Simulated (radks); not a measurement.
The barium ion Ba5+, 51 electrons, occupied as [Kr] 4d10 5s2 5p3. Method: Dirac Kohn-Sham, LDA (Slater exchange, Perdew-Wang correlation), spin-unpolarised, spherical densities, finite nucleus; open shells fill j = l - 1/2 first; Fermi nuclear charge, rms radius 4.8378 fm; computed with a radial shooting solver on a logarithmic mesh with Libxc functionals.

Normalised radial functions P(r) = r R(r) (large component), r in bohr:

```
   r/bohr * 4f5/2 (the largest magnitude, 0.921, reaches the edge; | marks zero)
 0.003122 *
 0.003577 *
 0.004098 *
 0.004732 *
 0.005422 *
 0.006212 *
 0.007174 *
 0.008219 *
 0.009416 *
  0.01079 *
  0.01246 *
  0.01427 *
  0.01635 *
  0.01889 *
  0.02164 *
  0.02479 *
  0.02863 *
   0.0328 *
  0.03758 *
  0.04305 *
  0.04972 *
  0.05696 *
  0.06526 |*
  0.07537 |*
  0.08635 |*
  0.09893 | *
   0.1143 |  *
   0.1309 |   *
     0.15 |     *
   0.1718 |       *
   0.1984 |          *
   0.2273 |              *
   0.2605 |                  *
   0.3008 |                        *
   0.3446 |                              *
   0.3948 |                                   *
    0.456 |                                         *
   0.5224 |                                               *
   0.5985 |                                                   *
   0.6857 |                                                     *
   0.7919 |                                                      *
   0.9073 |                                                     *
    1.039 |                                                   *
      1.2 |                                              *
    1.375 |                                         *
    1.576 |                                   *
     1.82 |                            *
    2.085 |                      *
    2.388 |                *
    2.736 |          *
     3.16 |      *
    3.621 |   *
    4.148 | *
    4.791 |*
    5.489 *
```

4f5/2 (empty): eigenvalue -49.693 eV, 0 radial nodes, <r> = 1.13 bohr, 90 % of the charge inside 1.89 bohr.
